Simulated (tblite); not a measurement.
C₁₀H₁₁P.
Numbering: `[CH:1]1=[C:2]([c:3]2[cH:4][cH:5][cH:6][cH:7][cH:8]2)[PH:9][CH2:10][CH2:11]1` (hydrogens: H12 on C1; H13 on C4; H14 on C5; H15 on C6; H16 on C7; H17 on C8; H18 on P9; H19, H20 on C10; H21, H22 on C11)

Structure optimised with GFN2-xTB, isolated species.

Task: List the bond lengths, angles and torsions at this level.

Result: 
| bond | length (Å) |
| --- | --- |
| C1=C2 | 1.337 |
| C2–C3 | 1.457 |
| C3–C4, C3–C8 | 1.395 |
| C4–C5, C7–C8 | 1.381 |
| C5–C6, C6–C7 | 1.385 |
| C2–P9 | 1.846 |
| P9–C10 | 1.862 |
| C10–C11 | 1.530 |
| C1–C11 | 1.494 |
| C1–H12 | 1.080 |
| C4–H13, C8–H17 | 1.082 |
| C5–H14, C7–H16 | 1.080 |
| C6–H15 | 1.080 |
| P9–H18 | 1.412 |
| C10–H19, C10–H20 | 1.093 |
| C11–H21, C11–H22 | 1.094 |

Bonds in one row agree within 0.01 Å and their mean is given. A selection of angles:
| angle | degrees |
| --- | --- |
| C2–C1–C11 | 117.1 |
| C2–C1–H12 | 123.9 |
| C11–C1–H12 | 118.9 |
| C1–C2–C3 | 127.4 |
| C1–C2–P9 | 112.3 |
| C3–C2–P9 | 120.3 |
| C2–C3–C4 | 119.4 |
| C2–C3–C8 | 122.1 |
| C4–C3–C8 | 118.5 |
| C3–C4–C5 | 121.0 |
| C3–C4–H13 | 118.7 |
| C5–C4–H13 | 120.3 |
| C4–C5–C6 | 120.0 |
| C4–C5–H14 | 119.9 |
| C6–C5–H14 | 120.0 |
| C5–C6–C7 | 119.7 |
| C5–C6–H15 | 120.2 |
| C2–P9–C10 | 89.1 |
| C2–P9–H18 | 93.9 |
| C10–P9–H18 | 95.5 |
| P9–C10–C11 | 107.6 |
| P9–C10–H19 | 111.2 |
| P9–C10–H20 | 106.8 |
| C11–C10–H19 | 113.2 |
| C11–C10–H20 | 110.2 |
| H19–C10–H20 | 107.7 |
| C10–C11–H21 | 110.5 |
| C10–C11–H22 | 111.6 |
| C1–C11–C10 | 107.0 |
| C1–C11–H21 | 108.9 |
| C1–C11–H22 | 111.5 |
| H21–C11–H22 | 107.4 |

Torsions: C11–C1–C2–C3 -179° (antiperiplanar); C1–C2–C3–C4 162° (antiperiplanar); C1–C2–P9–C10 13° (synperiplanar); C2–P9–C10–C11 -23° (synperiplanar); P9–C10–C11–C1 27° (synperiplanar); C2–C1–C11–C10 -19° (synperiplanar). The mirror-image conformer, all signs reversed, is as good.

P9 (phosphine phosphorus) is pyramidal (angles 95.5°, 93.9° and 89.1°, sum 278.4°, 0.91 Å off the plane of its three neighbours). The 6-membered ring C3–C4–C5–C6–C7–C8 has internal angles of 118.5° to 121.0° (sum 720°, against 720° for a flat polygon); it is planar, 0.00 Å rms from its mean plane, widest ring torsion 1°. Of the pairs four or more bonds apart, P9···H13 is among the closest relative to their van der Waals radii: 2.62 Å, 87 % of the sum of Bondi's values. The 10 C–C bonds span 1.337 Å (C1=C2, drawn double) to 1.530 Å (C10–C11, drawn single), a spread of 0.193 Å. The 5-membered ring C1–C2–P9–C10–C11 has internal angles of 89.1° to 117.1°; it is puckered, 0.13 Å rms from its mean plane, widest ring torsion 27°.

Point group: C1 (no symmetry element, even within 0.4 Å). Its GFN2-xTB frequencies are all real (lowest 42 cm⁻¹). The numbers are those of one conformer.

The numbers are calculated, not measured.
